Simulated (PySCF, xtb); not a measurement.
CH₃Se, SMILES [Se]C, multiplicity 2.

Harmonic wavenumbers (cm⁻¹) from GFN2-xTB in xtb 6.7.1 at its own minimum, in rising order: 576, 859, 859, 1284, 1421, 1421, 3016, 3025, 3029.

What does PBE-D3(BJ)/def2-TZVP run with PySCF give at its own minimum? (The exact figures need the calculation; the answer reports its results.)

486, 590, 788, 1241, 1303, 1410, 2972, 3054, 3072. Paired by order, the mean absolute difference is 80 cm⁻¹ and the zero-point energies are 22.1 and 21.3 kcal/mol.
